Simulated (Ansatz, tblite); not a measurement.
Removing and adding an electron: Si17H25, a doped nanocrystal cut from the lattice of silicon (interstitial H). The state is a doublet with charge 0. Geometry: PBE-D4/def2-SVP. Ansatz, gas phase; energy differences of separate SCF runs; the oxidised species is a singlet (the triplet lies 0.92 eV higher at PBE0-D4/def2-TZVP); the reduced species is a singlet (the triplet lies 2.29 eV higher at PBE0-D4/def2-TZVP).

```xyz
42

Si    1.111   -0.403   -4.272
Si    2.380    2.011   -0.913
Si   -3.589    0.361    1.771
Si   -0.151    2.191    1.935
Si   -1.065    0.123   -0.971
Si    2.173   -1.934   -0.856
Si   -0.313   -1.731    2.153
Si    3.079    0.076    2.265
Si   -1.046   -0.107   -3.370
Si   -3.402    0.243   -0.572
Si    0.085    2.115   -0.407
Si    2.237   -2.170   -3.196
Si    3.272   -0.002   -0.082
Si   -2.435    2.280    2.522
Si   -2.599   -1.566    2.715
Si    0.804    0.231    2.856
Si   -0.080   -1.889   -0.184
H     1.003   -0.705   -5.747
H     1.895    0.873   -4.115
H     3.059    3.149   -0.187
H     2.641    2.172   -2.388
H    -5.032    0.442    2.227
H     0.573    3.388    2.519
H     2.845   -3.128   -0.216
H     0.310   -2.920    2.856
H     3.836    1.273    2.789
H     3.681   -1.170    2.868
H    -1.720    1.108   -3.961
H    -1.893   -1.316   -3.685
H    -3.973    1.455   -1.267
H    -4.063   -0.985   -1.149
H    -0.581    3.286   -1.092
H     3.661   -2.255   -3.690
H     1.538   -3.457   -3.560
H     4.730   -0.093   -0.470
H    -3.068    3.518    1.934
H    -2.557    2.370    4.025
H    -2.732   -1.493    4.218
H    -3.335   -2.798    2.248
H     0.690    0.323    4.362
H    -0.832   -3.059   -0.781
H    -1.136    0.193    0.867
```

The xTB rows come from tblite. Single mean-field runs in def2-TZVP are fitted with def2-universal-jkfit.

Problem. Estimate orbital energies and vertical ionisation energies and electron affinities at: GFN1-xTB; GFN2-xTB; PBE-D4/def2-TZVP; revPBE-D4/def2-TZVP; PBE0-D4/def2-TZVP.

Solution. 
```json
{"level": "GFN1-xTB", "−HOMO (eV)": "–", "vertical IE (eV)": "11.85", "−LUMO (eV)": "–", "vertical EA (eV)": "8.87", "HOMO–LUMO gap (eV)": "–", "IE − EA (eV)": "2.98"}
{"level": "GFN2-xTB", "−HOMO (eV)": "–", "vertical IE (eV)": "–", "−LUMO (eV)": "–", "vertical EA (eV)": "6.97", "HOMO–LUMO gap (eV)": "–", "IE − EA (eV)": "–"}
{"level": "PBE-D4/def2-TZVP", "−HOMO (eV)": "5.15", "vertical IE (eV)": "6.93", "−LUMO (eV)": "4.39", "vertical EA (eV)": "2.85", "HOMO–LUMO gap (eV)": "0.76", "IE − EA (eV)": "4.08"}
{"level": "revPBE-D4/def2-TZVP", "−HOMO (eV)": "5.12", "vertical IE (eV)": "6.99", "−LUMO (eV)": "4.35", "vertical EA (eV)": "2.91", "HOMO–LUMO gap (eV)": "0.78", "IE − EA (eV)": "4.08"}
{"level": "PBE0-D4/def2-TZVP", "−HOMO (eV)": "6.11", "vertical IE (eV)": "7.22", "−LUMO (eV)": "3.75", "vertical EA (eV)": "2.87", "HOMO–LUMO gap (eV)": "2.36", "IE − EA (eV)": "4.34"}
```

   HOMO and LUMO are the levels of the spin that leaves or enters (xTB has no such levels and no spin-polarisation term). Other spin states of the ions may lie lower, which would lower the ionisation energy or raise the affinity. Raw xTB energy differences between charge states are shifted by several eV; the methods need an empirical correction for them. Sets without diffuse functions give affinities that are too small.
